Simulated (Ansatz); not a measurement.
Consider the redistribution: `CB(S)CCl` + `B[CH2][Zn][CH3]` → `BB(C)CCl` + `[CH3][Zn][CH2]S`.

Computed with Ansatz on PBE0-D4/def2-TZVP structures; ΔE is electronic, products minus reactants. CBS: MP2 limit from def2 TZ/QZ plus the TZ coupled-cluster correction, frozen cores. Functionals use def2-TZVPP. For Zn outer-core shells are correlated without core-valence functions, which leaves a few kJ/mol of doubt a bond. Scalar relativity is left out up to krypton. One conformer a species, not always the lowest.

`CB(S)CCl`:

```xyz
11

C     0.310   -1.174   -1.003
B     0.385    0.010    0.023
S     1.973    0.523    0.632
C    -0.975    0.674    0.466
Cl   -0.916    1.933    1.728
H     1.264   -1.416   -1.473
H    -0.428   -0.988   -1.789
H    -0.030   -2.073   -0.475
H     1.527    1.477    1.475
H    -1.663   -0.096    0.823
H    -1.447    1.130   -0.408
```

`B[CH2][Zn][CH3]`:

```xyz
11

B    -1.369   -0.840   -1.312
C    -0.440    0.294   -1.615
Zn    0.344    0.259    0.228
C     1.201    0.352    1.964
H    -2.448   -0.638   -0.820
H    -1.016   -1.981   -1.456
H     0.439    0.134   -2.243
H    -0.822    1.316   -1.683
H     1.848   -0.515    2.121
H     0.453    0.365    2.760
H     1.811    1.254    2.055
```

`BB(C)CCl`:

Cartesian coordinates in Å:
```
B -1.291 -0.971 -0.623
B -0.111 0.050 -0.062
C -0.226 1.596 0.159
C 1.238 -0.663 0.308
Cl 1.127 -2.452 0.126
H -2.103 -1.474 0.102
H -1.382 -1.245 -1.787
H -0.876 2.100 -0.559
H -0.709 1.726 1.139
H 0.732 2.122 0.208
H 2.047 -0.326 -0.346
H 1.554 -0.462 1.335
```

`[CH3][Zn][CH2]S`:

```xyz
10

C     1.080    1.753    0.660
Zn   -0.063    0.221    0.342
C    -1.143   -1.356   -0.050
S    -0.356   -2.299   -1.394
H     0.804    2.590    0.014
H     1.001    2.088    1.697
H     2.126    1.505    0.464
H    -2.194   -1.175   -0.280
H    -1.112   -2.031    0.809
H    -0.143   -1.296   -2.262
```

| level | ΔE (kJ/mol) |
| --- | --- |
| ωB97M-V | 218.2 |
| CCSD/def2-TZVPP | 217.8 |

Problem. What does CCSD(T)/CBS give? (Estimate.)

Solution. Ansatz gave: +219.0 kJ/mol. The listed levels differ from it by -0.8, -1.2 kJ/mol.

Largest T1 diagnostic among the species: 0.013.

In def2-TZVPP, CCSD(T) changes the Hartree–Fock value by +22.8 kJ/mol (the triples alone add +5.4 kJ/mol) and MP2 by +32.8 kJ/mol.
